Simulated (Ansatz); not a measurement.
Geometry optimisation, RKS PBE/STO-3G (Ansatz).

The input (input.yaml):

```yaml
crystal:
  periodic: [false, false, false]
  atoms:
    - { symbol: "N", position_ang: [-1.3485, 2.1022, 1.1589] }
    - { symbol: Al, position_ang: [-1.2579, 0.2981, 1.6168] }
    - { symbol: P, position_ang: [0.8039, -0.7318, 1.6617] }
    - { symbol: Si, position_ang: [1.4257, -0.212, -0.4153] }
    - { symbol: Si, position_ang: [0.1777, -1.5131, -1.8295] }
    - { symbol: H, position_ang: [-1.9322, 2.2043, 0.2499] }
    - { symbol: H, position_ang: [-0.4038, 2.4876, 0.946] }
    - { symbol: H, position_ang: [-2.53, -0.5227, 1.949] }
    - { symbol: H, position_ang: [1.5151, 0.4401, 2.2814] }
    - { symbol: H, position_ang: [1.063, 1.1947, -0.6543] }
    - { symbol: H, position_ang: [2.7753, -0.4648, -0.6064] }
    - { symbol: H, position_ang: [-1.2401, -1.2517, -1.59] }
    - { symbol: H, position_ang: [0.4903, -1.1518, -3.2141] }
    - { symbol: H, position_ang: [0.4486, -2.9084, -1.5252] }
basis:
  gaussian: { orbitals: STO-3G }
hamiltonian:
  xc: pbe
relax:
  f_tol: 0.015
  max_steps: 40
```

Command:

```bash
$ ansatz run input.yaml --threads 1 --pin off --max-ram 2048MiB --backend cpu --events-out ev --progress --plain --runs-dir out
```

Q: Where does it end, and by what steps?

A: It converged. Limits of this set-up: minimal basis. After 31 steps the energy has fallen by 0.794 eV; H8 moved furthest, 1.88 Å.

```tsv
step	energy less start (eV)	largest force component (eV/Å)	accepted
0	0.0000	3.099	yes
2	-0.5262	1.187	yes
4	-0.6381	0.731	yes
6	-0.7244	0.152	yes
8	-0.7290	0.591	no
10	-0.7446	0.142	yes
12	-0.7524	0.253	yes
14	-0.7662	0.464	yes
16	-0.7759	0.438	yes
18	-0.7847	0.124	yes
20	-0.7892	0.146	yes
22	-0.7925	0.108	yes
24	-0.7936	0.074	yes
26	-0.7941	0.051	yes
28	-0.7943	0.022	yes
30	-0.7944	0.015	yes
31	-0.7944	0.010	yes
```

```xyz
14
Properties=species:S:1:pos:R:3
N -1.496 2.224 1.965
Al -1.199 0.746 1.098
P 0.730 -0.311 1.469
Si 1.355 -0.374 -0.664
Si 0.362 -2.023 -1.843
H -2.370 2.792 1.906
H -0.830 2.715 2.603
H -2.326 0.228 0.236
H 1.438 0.898 1.719
H 1.136 0.889 -1.371
H 2.798 -0.580 -0.719
H -1.081 -1.844 -1.908
H 0.858 -2.060 -3.212
H 0.611 -3.329 -1.252
```

The run took 95 s on 1 thread of Intel(R) Xeon(R) 6975P-C (Granite Rapids) (shared host), peak memory 0.17 GiB.
